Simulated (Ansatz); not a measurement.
Geometry optimisation, RKS PBE0/def2-SVP (Ansatz 0.2.0).

Input file:

```yaml
crystal:
  periodic: [false, false, false]
  atoms:
    - { symbol: B, position_ang: [0.01464, -0.173399, -0.346899] }
    - { symbol: H, position_ang: [-0.264502, -0.799886, 0.637982] }
    - { symbol: "N", position_ang: [1.340927, -0.060639, -0.768074] }
    - { symbol: H, position_ang: [2.109201, -0.509366, -0.291647] }
    - { symbol: H, position_ang: [1.602006, 0.469326, -1.593297] }
    - { symbol: F, position_ang: [-0.96774, 0.312919, -1.103988] }
    - { symbol: O, position_ang: [-0.337446, 1.62356, 1.522278] }
    - { symbol: Al, position_ang: [0.89366, 2.37612, 2.447172] }
    - { symbol: H, position_ang: [1.606946, 1.557909, 3.608323] }
    - { symbol: H, position_ang: [1.2397, 3.867283, 2.054684] }
    - { symbol: H, position_ang: [-0.634093, 0.702473, 1.675866] }
basis:
  gaussian: { orbitals: def2-SVP }
hamiltonian:
  xc: pbe0
relax:
  f_tol: 0.03
  max_steps: 50
```

Launched with:

```bash
$ ansatz run input.yaml --threads 2 --pin off --max-ram 3072MiB --backend cpu --events-out ev --progress --plain --runs-dir out
```

Task: Where does it end, and by what steps?

Result: The forces met the threshold. After 24 steps the energy has fallen by 1.650 eV; Al8 moved furthest, 1.10 Å. Joined: B1–O7 (2.62 → 1.55 Å), N3–Al8 (4.06 → 1.97 Å).

```
step  energy less start (eV)  largest force component (eV/Å)  accepted
   0                  0.0000                           0.920       yes
   1                 -0.0496                           0.381       yes
   2                 -0.0594                           0.233       yes
   3                 -0.0681                           0.211       yes
   4                 -0.0836                           0.149       yes
   5                 -0.1083                           0.209       yes
   6                 -0.1481                           0.190       yes
   7                 -0.2075                           0.309       yes
   8                 -0.3146                           0.383       yes
   9                 -0.4404                           0.445       yes
  10                 -0.6030                           0.651       yes
  11                 -0.6714                           1.021       yes
  12                 -0.8381                           1.004       yes
  13                 -1.0835                           1.234       yes
  14                 -1.4540                           1.598       yes
  15                 -1.5380                           1.921       yes
  16                 -1.6151                           0.320       yes
  17                 -1.6140                           0.631        no
  18                 -1.6389                           0.123       yes
  19                 -1.6351                           0.417        no
  20                 -1.6453                           0.080       yes
  21                 -1.6482                           0.038       yes
  22                 -1.6410                           0.285        no
  23                 -1.6494                           0.032       yes
  24                 -1.6501                           0.011       yes
```

```xyz
11
Properties=species:S:1:pos:R:3
B -0.117 0.143 0.173
H -0.240 -1.004 0.574
N 1.401 0.590 0.036
H 2.044 -0.197 0.100
H 1.550 1.035 -0.870
F -0.810 0.440 -0.973
O -0.493 1.150 1.285
Al 1.243 1.787 1.589
H 1.884 1.148 2.896
H 1.406 3.320 1.211
H -1.266 0.955 1.820
```

Whether the end is a true minimum wasn't checked by a vibrational analysis.

The run took 67 s on 2 threads of Arm Neoverse V2 (shared host), peak memory 0.22 GiB.
